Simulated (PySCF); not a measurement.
A structure optimised at PBE-D3(BJ)/def2-SVP, used in a PySCF frequency run:

```xyz
11

Si     1.4775     0.4756    -0.3772
Cl     2.4171    -0.4945     1.2272
N      0.0389    -0.3200    -0.9104
Al    -1.6489    -0.0016    -0.3575
O     -2.8504    -1.0680    -0.9429
O     -2.0496     1.2976     0.6819
H      1.0759     1.8347     0.1202
H      2.5037     0.5648    -1.4663
H      0.1820    -1.1563    -1.4889
H     -3.7813    -0.9790    -0.6876
H     -1.3917     1.9069     1.0503
```

Write its SMILES and formula.

[OH][Al]([OH])[NH][SiH2]Cl, AlClH₅NO₂Si

What are its rotational constants (standard atomic weights)?

3.5950, 0.77816, 0.74525 GHz
